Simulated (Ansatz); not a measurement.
Sr2O3: single points at one geometry.

```yaml
crystal:
  periodic: [false, false, false]
  atoms:
    - {symbol: Sr, position_ang: [-1.085777, 0.325518, -1.200655]}
    - {symbol: Sr, position_ang: [0.665765, 0.010294, 1.510954]}
    - {symbol: O, position_ang: [1.173668, -0.017370, -0.760271]}
    - {symbol: O, position_ang: [0.426756, -1.263012, -0.422226]}
    - {symbol: O, position_ang: [-1.180403, 0.944571, 0.872199]}
basis:
  gaussian: {orbitals: def2-TZVP, initial_orbitals: start.molden}
hamiltonian: {xc: pbe, dispersion: d4}
scf: {omitted_lower_state_checks: [starts]}
output: {forces: true, orbitals: {seedname: orbitals}}
```

The file start.molden holds the orbitals of an earlier run on this structure, at another level or in another basis.

```sh
$ ansatz run in.yaml --threads 4 --pin off --events-out ev --progress --plain --max-ram 3916MiB
```

Output, abridged:

```
Functional definition: PBE
1079 factors; their error is unknown
mean field evaluation 1: about -7811.1168 eV, gradient 9.4e0 eV
mean field evaluation 2: about -7811.2849 eV, gradient 2.6e-1 eV
mean field evaluation 4: about -7811.2829 eV, gradient 1.9e-1 eV
mean field evaluation 8: about -7811.2829 eV, gradient 2.1e-5 eV
mean field -7811.28291173 eV, -287.0593523285 hartree, gradient 2.1e-5 eV, S^2 0.000000; 0 other end points of the search recorded, 0 dependent functions left out
reference -7811.28297554 eV, -287.0593546733 hartree; 22, 22 occupied and 137, 137 virtual orbitals, 1079 factors
Total energy: -7811.41449961 eV, -287.0641880936 hartree
Atom 0 at    -1.085777     0.325518    -1.200655 Å, force    -0.000427     0.008475     0.029975 eV/Å
Atom 1 at     0.665765     0.010294     1.510954 Å, force    -0.026252     0.014300    -0.009721 eV/Å
Atom 2 at     1.173668    -0.017370    -0.760271 Å, force     0.388854     0.582035    -0.182856 eV/Å
Atom 3 at     0.426756    -1.263012    -0.422226 Å, force    -0.335731    -0.625616     0.142780 eV/Å
Atom 4 at    -1.180403     0.944571     0.872199 Å, force    -0.026443     0.020805     0.019822 eV/Å
Dipole moment:    -0.126133     0.100495     0.093132 e Å
Checks for a lower state left out: starts
```

It took 1.7 s on 4 threads of Arm Neoverse V2 on a shared host.

As the first input, with `gaussian: {orbitals: def2-TZVPP, initial_orbitals: start.molden}`, `correlation: {method: ccsd_t}`, `output: {orbitals: {seedname: orbitals}}` and without the key `hamiltonian` (abridged; 69 s):

```
Functional definition: HF
mean field -7766.63317712 eV, -285.4185048462 hartree, gradient 2.1e-6 eV, S^2 0.000000
3 core orbitals not correlated: weight in the atoms' cores, before any rotation towards them, 1.000 or more for the frozen orbitals, at most 0.000 for the correlated occupied ones
second order -32.10945161 eV of doubles, -0.00000000 eV of singles
cycle   1  -30.91031319 eV  change     1.2e0 eV  update   1.9e-1
cycle   2  -31.78816838 eV  change   -8.8e-1 eV  update   1.0e-1
cycle   3  -32.05056073 eV  change   -2.6e-1 eV  update   4.1e-2
cycle   4  -32.10401364 eV  change   -5.3e-2 eV  update   1.8e-2
cycle   5  -32.07507704 eV  change    2.9e-2 eV  update   8.9e-3
cycle   6  -32.06930609 eV  change    5.8e-3 eV  update   4.1e-3
cycle   7  -32.07186726 eV  change   -2.6e-3 eV  update   2.1e-3
cycle   8  -32.07182299 eV  change    4.4e-5 eV  update   1.1e-3
cycle   9  -32.07123523 eV  change    5.9e-4 eV  update   4.5e-4
cycle  10  -32.07156920 eV  change   -3.3e-4 eV  update   2.1e-4
cycle  11  -32.07163984 eV  change   -7.1e-5 eV  update   9.8e-5
cycle  12  -32.07141556 eV  change    2.2e-4 eV  update   5.1e-5
cycle  13  -32.07147106 eV  change   -5.5e-5 eV  update   2.4e-5
cycle  14  -32.07143186 eV  change    3.9e-5 eV  update   1.3e-5
perturbative correction -1.32765445 eV, -0.0487904011 hartree
Total energy: -7800.03226343 eV, -286.6458986292 hartree
Checks for a lower state left out: starts
```

As the first input, with `gaussian: {orbitals: def2-SVP, initial_orbitals: start.molden}`, `hamiltonian: {xc: pbe0, dispersion: d4}`, `output: {orbitals: {seedname: orbitals}}` (abridged; 0.95 s):

```
Functional definition: PBE0
mean field -7802.12345013 eV, -286.7227483231 hartree, gradient 1.1e-5 eV, S^2 0.000000
Total energy: -7802.23419688 eV, -286.7268181912 hartree
Checks for a lower state left out: starts
```

As the first input, with `hamiltonian: {xc: {name: B2PLYP}}` and without the key `output` (abridged; 3.2 s):

```
Functional definition: B2PLYP
mean field -7799.18042309 eV, -286.6145940744 hartree, gradient 9.1e-6 eV, S^2 0.000000
3 core orbitals not correlated: weight in the atoms' cores, before any rotation towards them, 1.000 or more for the frozen orbitals, at most 0.000 for the correlated occupied ones
second order -36.69442556 eV of doubles, -0.00000000 eV of singles
Total energy: -7809.08809148 eV, -286.9786941720 hartree
Checks for a lower state left out: starts
```

First input, but with `hamiltonian: {xc: pbe}`, `correlation: {method: rpa}` and without the key `output` (abridged; 3 s):

```
Functional definition: PBE
mean field -7811.28287493 eV, -287.0593509759 hartree, gradient 7.1e-6 eV, S^2 0.000000
3 core orbitals not correlated: weight in the atoms' cores, before any rotation towards them, 1.000 or more for the frozen orbitals, at most 0.000 for the correlated occupied ones
Total energy: -7807.90681797 eV, -286.9352831711 hartree
Checks for a lower state left out: starts
```

First input, but with `gaussian: {orbitals: def2-SVP, initial_orbitals: start.molden}`, `output: {orbitals: {seedname: orbitals}}` (abridged; 0.8 s):

```
Functional definition: PBE
mean field -7803.34952632 eV, -286.7678057920 hartree, gradient 3.7e-5 eV, S^2 0.000000
Total energy: -7803.48110378 eV, -286.7726411746 hartree
Checks for a lower state left out: starts
```

As the first input, with `correlation: {method: mp2}`, `output: {orbitals: {seedname: orbitals}}` and without the key `hamiltonian` (abridged; 1.4 s):

```
Functional definition: HF
mean field -7766.50470447 eV, -285.4137835631 hartree, gradient 1.5e-6 eV, S^2 0.000000
3 core orbitals not correlated: weight in the atoms' cores, before any rotation towards them, 1.000 or more for the frozen orbitals, at most 0.000 for the correlated occupied ones
second order -29.72259363 eV of doubles, -0.00000000 eV of singles
Total energy: -7796.22729810 eV, -286.5060687323 hartree
Checks for a lower state left out: starts
```

Geometry: PBE0-D4/def2-SVP.

In the def2 sets Sr takes a core potential; there is no spin–orbit coupling. Correlated methods freeze 3 core orbitals; core or outer-core shells of Sr are correlated, in sets that lack core-valence functions. The structure holds one bond between oxygen atoms, so isomers without such links may lie far lower. The structure comes from a short search, and lower isomers may exist.
